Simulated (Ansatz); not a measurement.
```xyz
3

O     0.0022   -0.0067    0.1179
H    -0.0085    0.7489   -0.4683
H    -0.0090   -0.7494   -0.4709
```

Basis set: aug-cc-pVTZ (spherical functions). Frozen core: 1 orbital. Charge 0, multiplicity 1.

Computed with Ansatz (development build ahead of 0.2.0); each method stands on the lowest determinant of its kind that the runs found. Restricted open shells among the atoms or ions are ROHF, correlated in semicanonical orbitals with singles. Restricted functionals stand beside restricted open-shell atoms, which can lie above the unrestricted atoms usual in DFT and then raise those values.

**Question.** Give the atomization energy at this shape (free ground-state atoms in the same class of orbitals less the molecule, no zero-point energy) of singlet H2O by ωB97X (restricted), RHF-MP2, RHF.

**Answer.**

```tsv
method	atomization energy
ωB97X (restricted)	230.55 kcal/mol
RHF-MP2	232.04 kcal/mol
RHF	159.09 kcal/mol
```
